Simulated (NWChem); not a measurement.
System: CH₄AlClO; SMILES [OH][Al]([Cl])[CH3]

NWChem input:

```
start job
memory heap 200 mb stack 900 mb global 1100 mb
geometry units angstroms noautoz
  Al    -0.049403    -0.424861     0.050241
  Cl     0.003617     1.656108     0.495930
  C      1.573859    -1.495576     0.008371
  H      1.347387    -2.539274    -0.233911
  H      2.088528    -1.471969     0.976165
  H      2.279269    -1.115220    -0.739855
  O     -1.570149    -1.133336    -0.272400
  H     -2.383191    -0.612776    -0.255031
end
basis spherical
  * library 6-31g*
end
dft
  xc xwpbe 1.00 cpbe96 1.0 hfexch 1.00
  cam 0.8 cam_alpha 0.0 cam_beta 1.0
  iterations 150
  vectors input atomic output neutral.movecs
end
task dft energy
charge 1
dft
  odft
  mult 2
  vectors input atomic output cation.movecs
end
task dft energy
```

Output (shortened):

```
             Northwest Computational Chemistry Package (NWChem) 7.3.0
             --------------------------------------------------------

 C1  symmetry detected

                             Geometry "geometry" -> ""
                             -------------------------

 Output coordinates in angstroms (scale by  1.889725989 to convert to a.u.)

  No.       Tag          Charge          X              Y              Z
 ---- ---------------- ---------- -------------- -------------- --------------
    1 Al                  13.0000    -0.06625742    -0.40753983     0.00007694
    2 Cl                  17.0000     0.11299699     1.71372150    -0.00000606
    3 C                    6.0000     1.50159244    -1.55863063    -0.00001123
    4 H                    1.0000     1.21112794    -2.61452400     0.00388798
    5 H                    1.0000     2.12934773    -1.37228235     0.87934325
    6 H                    1.0000     2.12489076    -1.37777999    -0.88370142
    7 O                    8.0000    -1.63869448    -1.07548004    -0.00001474
    8 H                    1.0000    -2.42496760    -0.51503716    -0.00024161

 Effective nuclear repulsion energy (a.u.)     192.4144035882

  pbe96 is a nonlocal functional; adding pw91lda local functional.

                                 NWChem DFT Module
                                 -----------------

 Summary of "ao basis" -> "ao basis" (spherical)
 ------------------------------------------------------------------------------
       Tag                 Description            Shells   Functions and Types
 ---------------- ------------------------------  ------  ---------------------
 Al                          6-31g*                  8       18   4s3p1d
 Cl                          6-31g*                  8       18   4s3p1d
 C                           6-31g*                  6       14   3s2p1d
 H                           6-31g*                  2        2   2s
 O                           6-31g*                  6       14   3s2p1d

            General Information
            -------------------
          SCF calculation type: DFT
          Wavefunction type:  closed shell.
          No. of atoms     :     8
          No. of electrons :    48
           Alpha electrons :    24
            Beta electrons :    24
          Charge           :     0
          Spin multiplicity:     1
          Use of symmetry is: off; symmetry adaption is: off
          Maximum number of iterations: 150
          AO basis - number of functions:    72
                     number of shells:    36
          Convergence on energy requested:  1.00D-06
          Convergence on density requested:  1.00D-05
          Convergence on gradient requested:  5.00D-04

              XC Information
              --------------
                     Hartree-Fock (Exact) Exchange  1.000
                     LC-wPBE(h)Exchange Functional  1.000
            Perdew 1991 LDA Correlation Functional  1.000 local
           PerdewBurkeErnz. Correlation Functional  1.000 non-local

           Range-Separation Parameters
           ---------------------------
           Alpha           :  0.00
           Beta            :  1.00
           Gamma           :  0.80
           Short-Range HF  :     F

             Grid Information
             ----------------
          Grid used for XC integration:  medium
          Radial quadrature: Mura-Knowles
          Angular quadrature: Lebedev.
          Tag              B.-S. Rad. Rad. Pts. Rad. Cut. Ang. Pts.
          ---              ---------- --------- --------- ---------
          Al                  1.25       88           8.0       590
          Cl                  1.00       88          11.0       590
          C                   0.70       49          10.0       434
          H                   0.35       45          11.0       434
          O                   0.60       49          10.0       434
          Grid pruning is: on
          Number of quadrature shells:   454
          Spatial weights used:  Erf1

      Superposition of Atomic Density Guess
      -------------------------------------

 Sum of atomic energies:        -815.71676996

      Non-variational initial energy
      ------------------------------

 Total energy =    -816.855769
 1-e energy   =   -1509.727067
 2-e energy   =     500.456894
 HOMO         =      -0.383653
 LUMO         =      -0.013158

   convergence    iter        energy       DeltaE   RMS-Dens  Diis-err
 ---------------- ----- ----------------- --------- --------- ---------
 d= 0,ls=0.0,diis     1   -818.1771572859 -1.01D+03  9.80D-03  7.45D-01
 d= 0,ls=0.0,diis     2   -818.2264287557 -4.93D-02  3.60D-03  2.88D-01
 d= 0,ls=0.0,diis     3   -818.2525274537 -2.61D-02  9.58D-04  1.10D-02
 d= 0,ls=0.0,diis     4   -818.2538495954 -1.32D-03  3.05D-04  2.67D-04
 d= 0,ls=0.0,diis     5   -818.2539124192 -6.28D-05  8.60D-05  1.59D-05
  Resetting Diis
 d= 0,ls=0.0,diis     6   -818.2539175317 -5.11D-06  2.17D-05  8.91D-07
 d= 0,ls=0.0,diis     7   -818.2539178442 -3.12D-07  5.41D-06  8.05D-08

         Total DFT energy =     -818.253917844156
      One electron energy =    -1513.919055303909
           Coulomb energy =      565.622307766170
    Exchange-Corr. energy =      -62.371573894577
 Nuclear repulsion energy =      192.414403588160

 Numeric. integr. density =       47.999996269685

                       DFT Final Molecular Orbital Analysis
                       ------------------------------------

 Vector   22  Occ=2.000000D+00  E=-4.866703D-01
              MO Center=  1.0D-01,  7.5D-01,  4.7D-05, r^2= 3.6D+00
   Bfn.  Coefficient  Atom+Function         Bfn.  Coefficient  Atom+Function
  ----- ------------  ---------------      ----- ------------  ---------------
    25      0.558182  2 Cl px                29      0.297044  2 Cl px
    60      0.225004  7 O  py                21     -0.219164  2 Cl px
    26      0.213825  2 Cl py                64      0.176989  7 O  py
    39     -0.166153  3 C  px                 8     -0.144807  1 Al py
    43     -0.108352  3 C  px                 6      0.098925  1 Al s

 Vector   23  Occ=2.000000D+00  E=-4.855645D-01
              MO Center= -7.5D-02,  1.4D+00, -4.6D-05, r^2= 2.2D+00
   Bfn.  Coefficient  Atom+Function         Bfn.  Coefficient  Atom+Function
  ----- ------------  ---------------      ----- ------------  ---------------
    27      0.671545  2 Cl pz                31      0.381554  2 Cl pz
    23     -0.264724  2 Cl pz                61     -0.209699  7 O  pz
    65     -0.170325  7 O  pz                15      0.053344  1 Al d -1
     9      0.041496  1 Al pz

 Vector   24  Occ=2.000000D+00  E=-4.615096D-01
              MO Center=  7.4D-01, -3.0D-01,  3.6D-05, r^2= 3.8D+00
   Bfn.  Coefficient  Atom+Function         Bfn.  Coefficient  Atom+Function
  ----- ------------  ---------------      ----- ------------  ---------------
    25      0.371414  2 Cl px                39      0.283445  3 C  px
    40     -0.235809  3 C  py                26     -0.232821  2 Cl py
    29      0.213758  2 Cl px                43      0.194096  3 C  px
     7     -0.185517  1 Al px                 8      0.172268  1 Al py
    44     -0.159919  3 C  py                 6     -0.155832  1 Al s

 Vector   25  Occ=0.000000D+00  E= 7.235691D-02
              MO Center= -7.7D-02, -4.2D-01,  4.5D-03, r^2= 4.9D+00
   Bfn.  Coefficient  Atom+Function         Bfn.  Coefficient  Atom+Function
  ----- ------------  ---------------      ----- ------------  ---------------
    13      0.828360  1 Al pz                 9      0.395761  1 Al pz
    31     -0.234352  2 Cl pz                65     -0.230011  7 O  pz
    56      0.198911  6 H  s                 54     -0.197803  5 H  s
    61     -0.176591  7 O  pz                27     -0.175017  2 Cl pz
     5     -0.152898  1 Al pz                23      0.067432  2 Cl pz

 Vector   26  Occ=0.000000D+00  E= 8.191457D-02
              MO Center= -2.1D-01, -1.8D-01, -4.4D-03, r^2= 5.4D+00
   Bfn.  Coefficient  Atom+Function         Bfn.  Coefficient  Atom+Function
  ----- ------------  ---------------      ----- ------------  ---------------
    10      1.602622  1 Al s                 42     -0.609782  3 C  s
    28     -0.554288  2 Cl s                 62     -0.384250  7 O  s
    30      0.332581  2 Cl py                12      0.228272  1 Al py
    44     -0.189210  3 C  py                26      0.166694  2 Cl py
     2     -0.165448  1 Al s                 24     -0.137722  2 Cl s

 Vector   27  Occ=0.000000D+00  E= 1.491557D-01
              MO Center= -1.9D-02, -2.3D-01, -3.0D-04, r^2= 7.6D+00
   Bfn.  Coefficient  Atom+Function         Bfn.  Coefficient  Atom+Function
  ----- ------------  ---------------      ----- ------------  ---------------
    11      1.391910  1 Al px                42     -0.697178  3 C  s
    62      0.534973  7 O  s                 10      0.376922  1 Al s
    29     -0.260508  2 Cl px                28     -0.253917  2 Cl s
    52      0.193056  4 H  s                 12      0.171204  1 Al py
    25     -0.167099  2 Cl px                30      0.143930  2 Cl py

     Multipole analysis of the density
     ---------------------------------

     L   x y z        total         alpha         beta         nuclear
     -   - - -        -----         -----         ----         -------
     0   0 0 0     -0.000000    -24.000000    -24.000000     48.000000

     1   1 0 0     -0.056968     -0.028484     -0.028484     -0.000000
     1   0 1 0     -0.370458     -0.185229     -0.185229      0.000000
     1   0 0 1     -0.000096     -0.000048     -0.000048     -0.000000

     2   2 0 0    -25.735024   -105.147295   -105.147295    184.559565
     2   1 1 0     -2.585701      5.970285      5.970285    -14.526271
     2   1 0 1      0.000491      0.000303      0.000303     -0.000116
     2   0 2 0    -32.877873   -171.417998   -171.417998    309.958124
     2   0 1 1      0.000208     -0.000692     -0.000692      0.001592
     2   0 0 2    -25.459944    -15.505024    -15.505024      5.550105

                                 NWChem DFT Module
                                 -----------------

            General Information
            -------------------
          SCF calculation type: DFT
          Wavefunction type:  spin polarized.
          No. of atoms     :     8
          No. of electrons :    47
           Alpha electrons :    24
            Beta electrons :    23
          Charge           :     1
          Spin multiplicity:     2
          Use of symmetry is: off; symmetry adaption is: off
          Maximum number of iterations: 150
          This is a Direct SCF calculation.
          AO basis - number of functions:    72
                     number of shells:    36
          Convergence on energy requested:  1.00D-06
          Convergence on density requested:  1.00D-05
          Convergence on gradient requested:  5.00D-04

              XC Information
              --------------
                     Hartree-Fock (Exact) Exchange  1.000
                     LC-wPBE(h)Exchange Functional  1.000
            Perdew 1991 LDA Correlation Functional  1.000 local
           PerdewBurkeErnz. Correlation Functional  1.000 non-local

           Range-Separation Parameters
           ---------------------------
           Alpha           :  0.00
           Beta            :  1.00
           Gamma           :  0.80
           Short-Range HF  :     F

             Grid Information
             ----------------
          Grid used for XC integration:  medium
          Radial quadrature: Mura-Knowles
          Angular quadrature: Lebedev.
          Tag              B.-S. Rad. Rad. Pts. Rad. Cut. Ang. Pts.
          ---              ---------- --------- --------- ---------
          Al                  1.25       88           8.0       590
          Cl                  1.00       88          11.0       590
          C                   0.70       49          10.0       434
          H                   0.35       45          11.0       434
          O                   0.60       49          10.0       434
          Grid pruning is: on
          Number of quadrature shells:   454
          Spatial weights used:  Erf1

      Superposition of Atomic Density Guess
      -------------------------------------

 Sum of atomic energies:        -815.71676996

 Renormalizing density from      48.00 to     47

      Non-variational initial energy
      ------------------------------

 Total energy =    -806.038280
 1-e energy   =   -1478.274419
 2-e energy   =     479.821736
 HOMO         =      -0.659729
 LUMO         =      -0.280099

   convergence    iter        energy       DeltaE   RMS-Dens  Diis-err
 ---------------- ----- ----------------- --------- --------- ---------
 d= 0,ls=0.0,diis     1   -817.6243577882 -1.01D+03  9.08D-03  4.87D-01
                                                     8.99D-03  4.66D-01
 d= 0,ls=0.0,diis     2   -817.7377910391 -1.13D-01  3.37D-03  2.16D-01
                                                     3.51D-03  2.16D-01
 d= 0,ls=0.0,diis     3   -817.8232498777 -8.55D-02  8.05D-04  7.23D-03
                                                     7.42D-04  6.40D-03
 d= 0,ls=0.0,diis     4   -817.8269693345 -3.72D-03  3.49D-04  5.10D-04
                                                     3.90D-04  4.85D-04
 d= 0,ls=0.0,diis     5   -817.8276040681 -6.35D-04  1.51D-04  5.49D-05
                                                     2.48D-04  9.57D-05
  Resetting Diis
 d= 0,ls=0.0,diis     6   -817.8277828033 -1.79D-04  6.51D-05  1.20D-05
                                                     1.17D-04  1.03D-05
 d= 0,ls=0.0,diis     7   -817.8278145393 -3.17D-05  1.84D-05  1.11D-06
                                                     4.13D-05  2.67D-06
 d= 0,ls=0.0,diis     8   -817.8278198597 -5.32D-06  2.13D-05  6.04D-07
                                                     5.16D-05  1.15D-06
 d= 0,ls=0.0,diis     9   -817.8278241875 -4.33D-06  1.74D-05  1.59D-07
                                                     4.55D-05  4.29D-07
 d= 0,ls=0.0,diis    10   -817.8278261937 -2.01D-06  7.88D-06  4.19D-08
                                                     2.20D-05  1.23D-07
 d= 0,ls=0.0,diis    11   -817.8278267371 -5.43D-07  6.49D-06  2.02D-08
                                                     1.86D-05  5.61D-08
 d= 0,ls=0.0,diis    12   -817.8278269908 -2.54D-07  3.51D-06  5.65D-09
                                                     9.99D-06  1.12D-08

         Total DFT energy =     -817.827826990835
      One electron energy =    -1502.486847014626
           Coulomb energy =      554.259009280657
    Exchange-Corr. energy =      -62.014392845025
 Nuclear repulsion energy =      192.414403588160

 Numeric. integr. density =       46.999996200025

                    DFT Final Alpha Molecular Orbital Analysis
                    ------------------------------------------

 Vector   22  Occ=1.000000D+00  E=-7.021877D-01
              MO Center= -1.3D+00, -5.9D-01, -1.6D-05, r^2= 2.2D+00
   Bfn.  Coefficient  Atom+Function         Bfn.  Coefficient  Atom+Function
  ----- ------------  ---------------      ----- ------------  ---------------
    61      0.549524  7 O  pz                65      0.414319  7 O  pz
    27      0.287290  2 Cl pz                 9      0.170015  1 Al pz
    31      0.128017  2 Cl pz                23     -0.111722  2 Cl pz
     5     -0.070739  1 Al pz                17      0.049857  1 Al d  1
    13      0.048623  1 Al pz                41     -0.027699  3 C  pz

[...]
```

Level: LC-wPBE (HJS exchange hole, range parameter 0.8 per bohr)/6-31G* (spherical d), vertical spin-unrestricted ions. Geometry: optimised at B3LYP/6-31G* (spherical d).
